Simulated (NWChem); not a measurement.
System: HSe₂F; SMILES F[Se][SeH]

Input file for NWChem:

```
start job
memory heap 200 mb stack 900 mb global 1100 mb
geometry units angstroms noautoz
  Se    -0.392747     0.918121    -0.009235
  F      1.221415     1.661097    -0.011553
  Se     0.088095    -1.305528    -0.038011
  H      0.200080    -1.513342     1.422497
end
basis spherical
  Se library def2-svp
  F library def2-svp
  H library def2-svp
end
dft
  xc hcth407
  iterations 150
  mulliken
end
task dft energy
```

All runs use the structure optimised with PBE0/def2-SVP.

Problem. Predict the main results of this run. (HCTH/407/def2-SVP.) Quantities: energy (Ha); highest occupied level (eV); orbital gap (eV); dipole (D).

Solution. 
| Item | Result |
|---|---|
| energy (Ha) | -4905.46 |
| highest occupied level (eV) | -5.76 |
| orbital gap (eV) | 3.18 |
| dipole (D) | 2.06 |
